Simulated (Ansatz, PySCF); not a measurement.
Reaction (SMILES): C#C (C2H2) [acetylene] -> [C]#C + H atom (the C-H bond at the site shown breaks; other sites are not compared here)
Geometries: B3LYP-D3(BJ)/def2-TZVP minima from Ansatz (an electronic-structure program). Markedly spin-contaminated UHF reference, which strains HF, MP2 and, less, CCSD(T): [C]#C. High T1 diagnostic, so coupled cluster is less sure: [C]#C.

Property: bond dissociation energy (enthalpy at 298 K, with B3LYP-D3(BJ) rigid-rotor harmonic-oscillator terms from PySCF), in kcal/mol. Correlated levels leave the core frozen unless marked. Open shells are spin-unrestricted. Spin-orbit coupling is left out. No relativistic terms. CBS marks a two-point X^-3 extrapolation of the correlation energy; Hartree-Fock from the larger set.

CCSD(T)/CBS(def2-TZVPPD,def2-QZVPPD) (Ansatz) gives 133.8 kcal/mol.

Another calculation gave 133.6 kcal/mol. Which level was it?
A) wB97X/def2-TZVPD (Ansatz)
B) SVWN5/def2-TZVPD (Ansatz)
C) r2SCAN0/def2-TZVPD (Ansatz)

A, wB97X/def2-TZVPD (Ansatz). The others give 144.0 (SVWN5), 129.3 (r2SCAN0) kcal/mol.
